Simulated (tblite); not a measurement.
C5H11FOSi2.
SMILES with atom numbers: `[CH3:1][C:2]#[C:3][SiH2:4][SiH2:5][C@@H:6]([F:7])[O:8][CH3:9]` (hydrogens: H10, H11, H12 on C1; H13, H14 on Si4; H15, H16 on Si5; H17 on C6; H18, H19, H20 on C9)

Computed with GFN2-xTB (tblite), gas phase: L-BFGS steps from a force-field or distance-geometry start until the largest atomic force falls under 0.01 eV/Å.

At the end of the run (lengths in Å): Si4–Si5 2.314, Si5–C6 1.928, C1–C2 1.446, O8–C9 1.415, C9–H19 1.093, Si5–H16 1.471, Si5–H15 1.466, Si4–Si5–C6 104.2°, Si5–C6–F7 110.9°, C2–C3–Si4 179.6°, C1–C2–C3 179.7°, C3–Si4–Si5–C6 -161°, Si4–Si5–C6–F7 -150°, Si5–C6–O8–C9 175°, H15–Si5–C6–F7 -27°, H17–C6–Si5–Si4 92°.

Task: These geometries were met on the way; a selection of coordinates is given. Order them by energy above the end point, lowest first.
A. Si4–Si5 2.214, Si5–C6 1.848, C1–C2 1.490, O8–C9 1.384, C9–H19 1.123, Si5–H16 1.490, Si5–H15 1.477, Si4–Si5–C6 110.0°, Si5–C6–F7 106.7°, C2–C3–Si4 177.8°, C1–C2–C3 177.6°, C3–Si4–Si5–C6 -141°, Si4–Si5–C6–F7 130°, Si5–C6–O8–C9 123°, H15–Si5–C6–F7 -111°, H17–C6–Si5–Si4 6°
B. Si4–Si5 2.271, Si5–C6 1.915, C1–C2 1.447, O8–C9 1.408, C9–H19 1.089, Si5–H16 1.446, Si5–H15 1.445, Si4–Si5–C6 107.7°, Si5–C6–F7 107.4°, C2–C3–Si4 178.6°, C1–C2–C3 177.6°, C3–Si4–Si5–C6 -141°, Si4–Si5–C6–F7 129°, Si5–C6–O8–C9 125°, H15–Si5–C6–F7 -114°, H17–C6–Si5–Si4 8°
C. Si4–Si5 2.309, Si5–C6 1.925, C1–C2 1.453, O8–C9 1.418, C9–H19 1.093, Si5–H16 1.460, Si5–H15 1.455, Si4–Si5–C6 104.2°, Si5–C6–F7 114.3°, C2–C3–Si4 176.7°, C1–C2–C3 175.8°, C3–Si4–Si5–C6 -144°, Si4–Si5–C6–F7 145°, Si5–C6–O8–C9 156°, H15–Si5–C6–F7 -93°, H17–C6–Si5–Si4 25°
D. Si4–Si5 2.326, Si5–C6 1.931, C1–C2 1.453, O8–C9 1.412, C9–H19 1.093, Si5–H16 1.465, Si5–H15 1.467, Si4–Si5–C6 106.6°, Si5–C6–F7 113.8°, C2–C3–Si4 175.6°, C1–C2–C3 176.7°, C3–Si4–Si5–C6 -141°, Si4–Si5–C6–F7 129°, Si5–C6–O8–C9 126°, H15–Si5–C6–F7 -109°, H17–C6–Si5–Si4 11°
E. Si4–Si5 2.313, Si5–C6 1.928, C1–C2 1.446, O8–C9 1.421, C9–H19 1.093, Si5–H16 1.468, Si5–H15 1.464, Si4–Si5–C6 103.6°, Si5–C6–F7 111.9°, C2–C3–Si4 178.0°, C1–C2–C3 179.3°, C3–Si4–Si5–C6 -146°, Si4–Si5–C6–F7 153°, Si5–C6–O8–C9 171°, H15–Si5–C6–F7 -83°, H17–C6–Si5–Si4 35°

Result: E (0.104 eV), C (0.169 eV), D (0.281 eV), B (0.453 eV), A (0.765 eV).

```json
{"step": "46", "E above end (eV)": "0.104", "rms distance from the end, all atoms (Å)": "0.779", "largest force (eV/Å)": "0.088", "rms shift of all bonds from the end (Å)": "0.002"}
{"step": "28", "E above end (eV)": "0.169", "rms distance from the end, all atoms (Å)": "0.846", "largest force (eV/Å)": "0.243", "rms shift of all bonds from the end (Å)": "0.005"}
{"step": "10", "E above end (eV)": "0.281", "rms distance from the end, all atoms (Å)": "0.922", "largest force (eV/Å)": "0.269", "rms shift of all bonds from the end (Å)": "0.006"}
{"step": "3", "E above end (eV)": "0.453", "rms distance from the end, all atoms (Å)": "0.928", "largest force (eV/Å)": "0.633", "rms shift of all bonds from the end (Å)": "0.015"}
{"step": "0", "E above end (eV)": "0.765", "rms distance from the end, all atoms (Å)": "0.930", "largest force (eV/Å)": "3.221", "rms shift of all bonds from the end (Å)": "0.034"}
```

Rows stand in the order of the answer.
